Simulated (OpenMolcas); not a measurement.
**Hg⁺: effect of the active space**

```
Program             : OpenMolcas
Method              : CASSCF or its RAS form
Basis               : ANO-RCC-VDZ
Scalar Hamiltonian  : DKH4, point nucleus
Spin-orbit coupling : RASSI with atomic mean-field integrals over the reference wave functions, term energies averaged over their components
```

A. 1 electron in 8 orbitals (6s 6p 7s 7p); 2S+1 = 2 even, 1 root; 2S+1 = 2 odd, 3 roots; cost roughly 10 core-seconds
B. 1 electron in 9 orbitals (RAS2 6s 6p; RAS3 6d, at most 1 electron); 2S+1 = 2 even, 1 root; 2S+1 = 2 odd, 3 roots; cost about 8 core-seconds

Energies in cm-1 above 6s 2S 1/2, the measured ground level; measured values from NIST Handbook of Basic Atomic Spectroscopic Data.

```tsv
Level	A	B	Measured
6s 2S 1/2	0.0	0.0	0.0
6p 2P* 1/2	49684	49684	51486
6p 2P* 3/2	56495	56495	60608
```

Deviations, from unrounded energies. A percentage is the sum of absolute deviations over the sum of measured energies, with the sign that they share, or ± where signs differ.

| Against measurement | Levels | A | B |
| --- | --- | --- | --- |
| mean absolute deviation (cm-1) | 2 | 3000 | 3000 |
| other configurations (%) | 2 | -5.3 | -5.3 |

A, B lie about equally close to measurement. The largest miss of B in the table is 6p 2P* 3/2, by -4100 cm-1. The ranking rests on the paired levels alone, and a cruder setting can come out closer through cancelling errors.

Between A and B no level of the table moves by more than 5 cm-1.

Spin-orbit splittings of 6p shells tend to come out small when the coupling is added on scalar orbitals. With one active electron the reference holds no correlation, so core polarisation is missing. With one active electron outside closed inactive shells, the extra shells (7p 7s) add no correlation to the reference (holds for A). With one active electron outside closed inactive shells, the extra shells (6d) add no correlation to the reference (holds for B). Computed and measured levels are paired by configuration, term and J; levels that our copy of the source lacks, or whose pairing is in doubt (as where it misses far off the trend of its configuration), stay unpaired and out of the deviations. Only configurations of the active space appear.

* marks odd parity.
